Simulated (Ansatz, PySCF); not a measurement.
Species: C2H3O, charge 0, multiplicity 2. It need not be the lowest isomer of its formula. 
Structure (B3LYP-D3(BJ)/def2-TZVP (Ansatz, a first-principles code) minimum search):
```
C
C 1 1.3068
O 1 1.3690 2 124.03
H 3 0.9622 1 109.19 2 -180.00
H 2 1.0734 1 137.80 3 -180.00
H 1 1.0926 2 120.40 5 0.00
```
Charge 0, spin multiplicity 2.

Property: atomisation energy (electronic, to ground-state atoms), in eV. Valence correlation only, unless marked. Open shells are spin-unrestricted. Spin-orbit coupling is left out. No relativistic terms. The coupled-cluster limit lacks core correlation, which all-electron functionals hold. Basis-set limits of correlation are two-point, X^-3; Hartree-Fock from the larger set. [CCSD(T)-MP2]/basis is that difference in the basis named.

The UHF reference is spin-contaminated (<S^2> 0.18 over the pure value in the largest basis). 

```json
[
 {"level": "r2SCAN-D4/def2-TZVPD", "program": "Ansatz + dftd4", "atomisation energy (eV)": "…"},
 {"level": "PBE0/def2-QZVPP", "program": "Ansatz", "atomisation energy (eV)": "…"},
 {"level": "TPSSh/def2-TZVPD", "program": "PySCF", "atomisation energy (eV)": "23.57"},
 {"level": "HSE06-D3(BJ)/def2-TZVPD", "program": "Ansatz + dftd3", "atomisation energy (eV)": "…"},
 {"level": "B2GP-PLYP-D3(BJ)/def2-TZVPD", "program": "Ansatz + dftd3", "atomisation energy (eV)": "23.27"},
 {"level": "RPA@PBE/cc-pVQZ", "program": "Ansatz", "atomisation energy (eV)": "22.03"},
 {"level": "SCS-MP2/aug-cc-pVDZ", "program": "Ansatz", "atomisation energy (eV)": "21.86"},
 {"level": "RI-MP2/CBS(cc-pVTZ,cc-pVQZ)+[CCSD(T)-MP2]/cc-pVTZ", "program": "Ansatz", "atomisation energy (eV)": "23.57"}
]
```

Question: Fill in the missing entries.

Answer: 
- r2SCAN-D4/def2-TZVPD, atomisation energy (eV): 23.88
- PBE0/def2-QZVPP, atomisation energy (eV): 23.85
- HSE06-D3(BJ)/def2-TZVPD, atomisation energy (eV): 23.87
